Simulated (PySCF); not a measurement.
Bond stretch in C2, singlet.

Methods: UKS-PBE = PySCF 2.14.0 with unrestricted PBE/cc-pVDZ; RHF/cc-pVDZ (PySCF); NEVPT2 = SC-NEVPT2 on CASSCF(8,8)/cc-pVDZ, all electrons correlated run with PySCF.

Energies are in mEh, each relative to the lowest point of its own curve near equilibrium.

```json
[
 {"R / Å": "0.94", "UKS-PBE": "295.0", "RHF": "288.9", "NEVPT2": "308.7"},
 {"R / Å": "0.99", "UKS-PBE": "189.0", "RHF": "181.6", "NEVPT2": "197.8"},
 {"R / Å": "1.07", "UKS-PBE": "82.6", "RHF": "73.2", "NEVPT2": "84.2"},
 {"R / Å": "1.12", "UKS-PBE": "44.8", "RHF": "34.5", "NEVPT2": "42.5"},
 {"R / Å": "1.18", "UKS-PBE": "20.2", "RHF": "9.1", "NEVPT2": "13.4"},
 {"R / Å": "1.22", "UKS-PBE": "13.2", "RHF": "1.7", "NEVPT2": "3.8"},
 {"R / Å": "1.25", "UKS-PBE": "3.7", "RHF": "0.0", "NEVPT2": "0.5"},
 {"R / Å": "1.28", "UKS-PBE": "0.6", "RHF": "1.1", "NEVPT2": "0.0"},
 {"R / Å": "1.32", "UKS-PBE": "0.0", "RHF": "5.9", "NEVPT2": "2.8"},
 {"R / Å": "1.38", "UKS-PBE": "4.8", "RHF": "18.6", "NEVPT2": "12.7"},
 {"R / Å": "1.45", "UKS-PBE": "16.4", "RHF": "38.9", "NEVPT2": "29.9"},
 {"R / Å": "1.56", "UKS-PBE": "41.7", "RHF": "76.5", "NEVPT2": "—"},
 {"R / Å": "1.70", "UKS-PBE": "74.6", "RHF": "126.0", "NEVPT2": "—"},
 {"R / Å": "1.89", "UKS-PBE": "112.7", "RHF": "187.7", "NEVPT2": "—"},
 {"R / Å": "2.07", "UKS-PBE": "147.3", "RHF": "237.6", "NEVPT2": "—"},
 {"R / Å": "2.23", "UKS-PBE": "175.0", "RHF": "275.3", "NEVPT2": "—"},
 {"R / Å": "2.49", "UKS-PBE": "207.0", "RHF": "325.7", "NEVPT2": "—"},
 {"R / Å": "2.75", "UKS-PBE": "224.0", "RHF": "365.3", "NEVPT2": "—"},
 {"R / Å": "3.05", "UKS-PBE": "234.9", "RHF": "400.7", "NEVPT2": "—"},
 {"R / Å": "3.39", "UKS-PBE": "240.6", "RHF": "430.6", "NEVPT2": "—"},
 {"R / Å": "3.76", "UKS-PBE": "243.2", "RHF": "454.3", "NEVPT2": "—"},
 {"R / Å": "4.34", "UKS-PBE": "244.8", "RHF": "479.1", "NEVPT2": "—"},
 {"R / Å": "4.96", "UKS-PBE": "245.2", "RHF": "496.3", "NEVPT2": "—"}
]
```

At the longest distance, 4.96 Å, RHF lies highest above its minimum (496.3 mEh) and UKS-PBE lowest (245.2 mEh).

Dashes: no converged value, or the column stops at the first point that the program doubted or that broke a chosen test of continuity, which isn't proof of a fault.

The unrestricted solution behind UKS-PBE changes between 2.23 and 2.49 Å, which can leave a kink. The unrestricted determinant behind UKS-PBE is spin-contaminated at 0.94 to 4.96 Å (<S²> up to 2.0, against 0.00 for a pure singlet). The restricted form behind RHF keeps the bonding electrons paired and can't separate into open-shell fragments. The natural occupations jump between 1.45 and 1.56 Å in the active space behind NEVPT2.
